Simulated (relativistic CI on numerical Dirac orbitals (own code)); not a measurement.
**Electric-dipole lines of In²⁶⁺**

Calculated at this level of theory: Dirac-Coulomb-Breit CI, separate exchange-only KLI orbitals for each configuration, model QED (radiative potential, 1s self-energy scaled to tabulated hydrogen-like ionisation energies), unscaled Slater integrals (own radial code, finite nucleus).

Configurations in the expansion (outside the closed core [Ne]): 3s²3p⁶3d⁵, 3s²3p⁵3d⁶, 3s²3p⁴3d⁷, 3s3p⁶3d⁶, 3p⁶3d⁷, 3s3p⁵3d⁷, 3s²3p⁶3d⁴4s, 3s²3p⁶3d⁴4p, 3s²3p⁶3d⁴4d, 3s²3p⁶3d⁴4f, 3s²3p⁵3d⁵4s, 3s²3p⁶3d³4s², 3s3p⁶3d⁵4s, 3s²3p⁶3d⁴5s, 3s²3p⁶3d³4p², 3p⁶3d⁶4s. Levels of other configurations are missing.

```tsv
λ vac (nm)	Lower	Upper	A (s⁻¹)	log gf	S velocity/length
4.8064	3s²3p⁶3d⁵ ²I11/2 [11]	3s²3p⁵3d⁶ ²G°9/2 [195]	5.84e+11	0.31	0.69
4.8269	3s²3p⁶3d⁵ ²I13/2 [17]	3s²3p⁵3d⁶ ²H°11/2 [198]	1.35e+12	0.75	0.65
4.8727	3s²3p⁶3d⁵ ⁴G11/2 [5]	3s²3p⁵3d⁶ ⁴F°9/2 [182]	9.04e+11	0.51	0.69
4.8949	3s²3p⁶3d⁵ ⁴G9/2 [7]	3s²3p⁵3d⁶ ⁴F°9/2 [182]	2.40e+11	-0.06	0.82
4.9021	3s²3p⁶3d⁵ ²I13/2 [17]	3s²3p⁵3d⁶ ²H°11/2 [192]	2.86e+11	0.09	0.65
4.9188	3s²3p⁶3d⁵ ²I11/2 [11]	3s²3p⁵3d⁶ ²H°9/2 [190]	3.13e+11	0.06	0.66
4.9586	3s²3p⁶3d⁵ ⁴G11/2 [5]	3s²3p⁵3d⁶ ²H°9/2 [175]	1.38e+11	-0.29	0.74
5.0122	3s²3p⁶3d⁵ ²F7/2 [13]	3s²3p⁵3d⁶ ²F°5/2 [184]	3.82e+11	-0.06	0.75
5.0753	3s²3p⁶3d⁵ ⁴G7/2 [3]	3s²3p⁵3d⁶ ⁴F°7/2 [162]	2.11e+11	-0.19	0.83
5.1161	3s²3p⁶3d⁵ ⁴G9/2 [7]	3s²3p⁵3d⁶ ⁴F°7/2 [162]	4.89e+11	0.19	0.70
5.1225	3s²3p⁶3d⁵ ²H11/2 [27]	3s²3p⁵3d⁶ ²H°11/2 [192]	5.34e+11	0.40	0.87
5.2015	3s²3p⁶3d⁵ ²G9/2 [16]	3s²3p⁵3d⁶ ²F°7/2 [172]	5.29e+11	0.23	0.68
5.2765	3s²3p⁶3d⁵ ²I11/2 [11]	3s²3p⁵3d⁶ ²G°9/2 [161]	2.21e+11	-0.04	0.64
5.2800	3s²3p⁶3d⁵ ²I13/2 [17]	3s²3p⁵3d⁶ ²I°13/2 [166]	3.70e+11	0.34	0.81
5.3325	3s²3p⁶3d⁵ ²I11/2 [11]	3s²3p⁵3d⁶ ⁴G°11/2 [157]	2.02e+11	0.01	0.81
5.4435	3s²3p⁶3d⁵ ⁴G5/2 [2]	3s²3p⁵3d⁶ ⁴P°5/2 [133]	1.60e+11	-0.37	0.87
5.5596	3s²3p⁶3d⁵ ⁴G7/2 [3]	3s²3p⁵3d⁶ ⁴P°5/2 [133]	4.16e+11	0.06	0.67
5.6878	3s²3p⁶3d⁵ ⁴G11/2 [5]	3s²3p⁵3d⁶ ²H°11/2 [123]	1.64e+11	-0.02	0.84
5.8236	3s²3p⁶3d⁵ ⁴G11/2 [5]	3s²3p⁵3d⁶ ²I°11/2 [111]	8.77e+10	-0.27	0.79
5.8660	3s²3p⁶3d⁵ ⁴G5/2 [2]	3s²3p⁵3d⁶ ⁴D°5/2 [99]	1.50e+11	-0.33	0.86
5.9077	3s²3p⁶3d⁵ ⁴G7/2 [3]	3s²3p⁵3d⁶ ⁴G°7/2 [104]	1.19e+11	-0.30	0.83
6.0317	3s²3p⁶3d⁵ ⁶S5/2 [1]	3s²3p⁵3d⁶ ⁶P°3/2 [61]	3.56e+11	-0.11	0.82
6.0366	3s²3p⁶3d⁵ ⁴G11/2 [5]	3s²3p⁵3d⁶ ²H°11/2 [95]	9.27e+10	-0.22	0.80
6.0524	3s²3p⁶3d⁵ ⁶S5/2 [1]	3s²3p⁵3d⁶ ⁶P°5/2 [60]	2.27e+11	-0.13	0.84
6.0621	3s²3p⁶3d⁵ ²I11/2 [11]	3s²3p⁵3d⁶ ²I°11/2 [111]	2.04e+11	0.13	0.82
6.1162	3s²3p⁶3d⁵ ⁴G11/2 [5]	3s²3p⁵3d⁶ ⁴G°11/2 [88]	1.42e+11	-0.02	0.77
6.1269	3s²3p⁶3d⁵ ²F7/2 [13]	3s²3p⁵3d⁶ ²F°7/2 [109]	1.95e+11	-0.06	0.73
6.1450	3s²3p⁶3d⁵ ⁶S5/2 [1]	3s²3p⁵3d⁶ ⁴D°7/2 [55]	8.72e+10	-0.40	0.84
6.3016	3s²3p⁶3d⁵ ²I13/2 [17]	3s²3p⁵3d⁶ ²I°13/2 [102]	1.46e+11	0.09	0.79
6.5006	3s²3p⁶3d⁵ ⁴G11/2 [5]	3s²3p⁵3d⁶ ²I°13/2 [63]	6.93e+10	-0.21	1.08
```

Terms are leading LS components. Brackets give the number of a level in order of energy, since labels repeat. The list gives strong lines, with weight on those to low levels, among the lowest 200 of 2605 levels, so that lines to higher ones, which can be the strongest, are missing. Levels whose partners in the same complex of configurations lie outside the list can be far off, and so can their lines. Rates are taken at the computed energies, electric ones in the length gauge. A velocity-to-length ratio far from 1 marks an uncertain rate.

At this charge energies of transitions that change n are usually good to better than 1 %, and those within a shell (Δn = 0) to a few per cent. Terms inside the open d or f shell come out 10 to 20 % too wide with unscaled integrals.

LS names give the leading component of a level, which can be under half, so a name can repeat, a term be missing and a line seem to break the LS rules.
